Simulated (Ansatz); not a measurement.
Gas-phase electronic energies from Ansatz, PBE0-D4/def2-TZVP geometries. CCSD(T)/CBS adds triple-zeta CCSD(T) − MP2 to the extrapolated MP2 energy (def2 sets, frozen cores). This one scheme is used for every species. DFT in def2-TZVPP. B3LYP here is the variant with VWN-RPA as its local correlation; programs differ in this. One conformer a species, not always the lowest.

`[SiH3][SiH2]OBCl` + `OBF` → `FBO[SiH2][SiH3]` + `OBCl`  (ligand exchange at the Si–O bond)

`[SiH3][SiH2]OBCl`:

Cartesian coordinates in Å:
```
Si 1.498 0.804 0.457
Si -0.262 -0.641 1.019
O -1.358 -0.816 -0.227
B -1.417 -0.294 -1.455
Cl -2.755 -0.724 -2.508
H 2.410 0.884 1.631
H 2.258 0.286 -0.711
H 0.989 2.165 0.146
H -1.018 -0.127 2.189
H 0.248 -1.999 1.337
H -0.593 0.463 -1.879
```

`OBF`:

Z-matrix (Å, degrees):
```
B
O 1 1.344
F 1 1.332 2 120.3
H 1 1.192 2 120.1 3 -180.0
H 2 0.963 1 113.4 3 -0.0
```

`FBO[SiH2][SiH3]`:

Cartesian coordinates in Å:
```
F -1.345 -0.362 -1.641
B -1.731 0.774 -1.057
O -1.064 1.244 0.005
Si 0.255 0.757 0.903
Si 1.216 -1.241 0.143
H -2.675 1.350 -1.504
H -0.218 0.614 2.305
H 1.238 1.869 0.846
H 1.706 -1.098 -1.252
H 0.244 -2.362 0.222
H 2.374 -1.546 1.030
```

`OBCl`:

Z-matrix (Å, degrees):
```
B
O 1 1.340
Cl 1 1.766 2 121.0
H 1 1.189 2 119.8 3 -180.0
H 2 0.963 1 113.9 3 -0.0
```

| level | ΔE (kJ/mol) | difference from CCSD(T)/CBS |
| --- | --- | --- |
| PBE-D4 | -4.3 | -0.2 |
| r2SCAN-D4 | -5.7 | -1.6 |
| PBE0-D4 | -4.1 | 0.0 |
| B3LYP-D4 | -4.4 | -0.3 |
| ωB97X-V | -5.2 | -1.1 |
| ωB97M-V | -5.1 | -1.0 |
| B2PLYP | -4.2 | -0.1 |
| PBE | -4.6 | -0.5 |
| r2SCAN | -6.0 | -1.9 |
| PBE0 | -4.4 | -0.3 |
| B3LYP | -4.7 | -0.6 |
| HF/def2-TZVPP | -5.2 | -1.1 |
| MP2/def2-TZVPP | -2.9 | 1.2 |
| SCS-MP2/def2-TZVPP | -3.3 | 0.8 |
| CCSD/def2-TZVPP | -3.5 | 0.6 |
| CCSD(T)/def2-TZVPP | -3.3 | 0.8 |
| HF/def2-QZVPP | -5.2 | -1.1 |
| MP2/def2-QZVPP | -3.3 | 0.8 |
| SCS-MP2/def2-QZVPP | -3.7 | 0.4 |
| HF/CBS(def2) | -5.2 | -1.1 |
| MP2/CBS(def2) | -3.7 | 0.4 |
| CCSD/CBS(def2) | -4.4 | -0.3 |
| CCSD(T)/CBS | -4.1 | 0 |

Largest T1 diagnostic among the species: 0.013.
